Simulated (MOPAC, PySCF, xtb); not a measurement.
Potential energy curve for SMILES [SiH3]Cl (H3ClSi). The Si1–H5 bond (Si1 also carries Cl, H, H; H5 carries nothing else) is pulled apart rigidly from the PBE0/def2-TZVP optimised geometry. Each curve is given relative to its own lowest point near equilibrium.

```tsv
R / Å	A	B	C	D
1.12	81.1	78.5	76.4	43.3
1.18	50.8	49.2	43.1	28.7
1.27	21.5	20.9	14.9	13.1
1.34	8.6	8.3	4.5	5.4
1.40	2.6	2.5	0.6	1.5
1.42	1.4	1.4	0.0	0.8
1.48	0.0	0.0	0.1	0.0
1.53	0.7	0.7	1.7	1.0
1.57	2.3	2.3	3.8	2.7
1.62	5.3	5.2	7.2	6.0
1.73	14.9	14.5	16.9	16.9
1.82	24.5	23.9	26.5	28.6
2.00	46.0	44.6	47.0	56.0
2.19	69.1	66.4	69.2	86.4
2.44	97.3	91.6	98.1	124.3
2.64	116.2	107.7	120.1	151.2
2.94	133.2	124.7	149.5	185.3
3.28	142.4	135.5	175.9	214.9
3.61	146.4	140.5	194.3	236.0
3.98	148.3	142.9	207.6	252.9
4.48	149.3	144.0	217.4	268.0
```

Energies in mEh.

Task: Match the curves with the methods xtb 6.7.1 with GFN1-xTB; SC-NEVPT2 on CASSCF(2,2)/def2-TZVP, all electrons correlated run with PySCF; MOPAC 23.2.5 with PM6, restricted, heats of formation; unrestricted B3LYP/6-31G*, spherical d (PySCF 2.14.0).

Result: A is UKS-B3LYP/6-31G*; B is NEVPT2; C is GFN1-xTB; D is PM6.

The unrestricted determinant behind UKS-B3LYP/6-31G* is spin-contaminated at 2.64 to 4.48 Å (<S²> up to 1.0, against 0.00 for a pure singlet). The restricted form behind PM6 keeps the bonding electrons paired and can't separate into open-shell fragments.
